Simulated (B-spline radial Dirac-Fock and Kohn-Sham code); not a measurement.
# Dipole and non-dipole photoemission parameters of Lu⁺ 5p1/2

System: lutetium as Lu⁺, [Xe] 4f14 6s2; threshold 50.83 eV (orbital energy of the model). Calculated with a radial B-spline solver, using Dirac-Hartree-Slater photoionisation with a Latter tail; cross sections with all multipoles, angular parameters from the dipole term and its interference with E2.

Input file task.json (cfg lists n, l and occupation; rrms is the nuclear radius in fm):

```json
{"items": [{
  "Z": 71,
  "q": 1,
  "cfg": [[1, 0, 2], [2, 0, 2], [2, 1, 6], [3, 0, 2], [3, 1, 6], [3, 2, 10], [4, 0, 2], [4, 1, 6], [4, 2, 10], [4, 3, 14], [5, 0, 2], [5, 1, 6], [6, 0, 2]],
  "A": 175,
  "rrms": 5.37,
  "do": "xps",
  "hv": [50.9, 65.6, 79.9, 80, 167.0, 173.0, 175.0, 177.0, 200, 268.0, 271.0, 400, 450.0, 571.0, 600, 966.0, 976.0, 1000.0, 1020.0, 1320.0, 1486.9, 1730.0, 1930.0, 2450.0, 3080.0, 4000, 5080.0, 6600.0, 8047.8, 15000]
}]}
```

Run with: `python xray2_run.py task.json out`

For linearly polarised light dσ/dΩ = σ/(4π) [1 + β P₂(cos θ) + (δ + γ cos²θ) sin θ cos φ], with θ from the polarisation vector and φ the angle between the beam and the projection of the electron momentum on the plane normal to the polarisation.

```
hν (eV)  σ (kb)       β       γ       δ
   65.6    1070   1.938   0.052  -0.008
   79.9     510   1.719   0.244  -0.019
     80     507   1.717   0.245  -0.019
    167    52.8   0.021   0.126   0.005
    173    49.3  -0.014   0.092   0.010
    175    48.3  -0.023   0.081   0.011
    177    47.3  -0.031   0.071   0.013
    200    38.7  -0.047  -0.020   0.026
    268    27.2   0.269  -0.039   0.041
    271    26.9   0.286  -0.035   0.041
    400    18.8   0.867   0.179   0.032
    450    16.9   1.013   0.243   0.027
    571    13.5   1.250   0.331   0.017
    600    12.8   1.291   0.342   0.015
    966    7.48   1.563   0.308   0.003
    976    7.38   1.567   0.306   0.003
   1000    7.16   1.576   0.298   0.002
   1020    6.98   1.583   0.292   0.002
   1320    4.97   1.656   0.196  -0.001
 1486.9    4.20   1.678   0.147  -0.002
   1730    3.35   1.699   0.087  -0.003
   1930    2.83   1.709   0.049  -0.003
   2450       ?       ?       ?       ?
   3080    1.29   1.714  -0.017  -0.004
   4000   0.796   1.694   0.041  -0.004
   5080   0.498   1.665   0.161  -0.003
   6600   0.289   1.622   0.364   0.001
 8047.8   0.188   1.582   0.562   0.006
  15000  0.0434   1.427   1.375   0.044
```

Task: Give the values at 2450 eV.

Result: σ = 1.92 kb, β = 1.718, γ = -0.008, δ = -0.004.
